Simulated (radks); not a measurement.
Values are calculated unless marked as measured or tabulated.
Problem. Coulomb parameter of the 4f shell of the terbium ion Tb3+ in the model configuration [Xe] 4f6 6p2, as a second difference U = [E(n + 0.5) + E(n - 0.5) - 2 E(n)] / (0.5)^2 with all orbitals relaxed. "Bare": the charge of the atom changes with n. "Screened": the 6p shell takes up the change at fixed total charge, which measures U(4f,4f) + U(6p,6p) - 2 U(4f,6p). Code: a radial shooting solver on a logarithmic mesh with Libxc functionals. Model: scalar-relativistic Kohn-Sham, BLYP, spin-unpolarised, spherical densities, finite nucleus; Fermi nuclear charge, rms radius 5.06 fm. Estimate both.

Solution. U(bare) = 21.522 eV, U(screened by 6p) = 11.100 eV, against the Slater integral F0(4f,4f) = 33.506 eV with frozen orbitals.
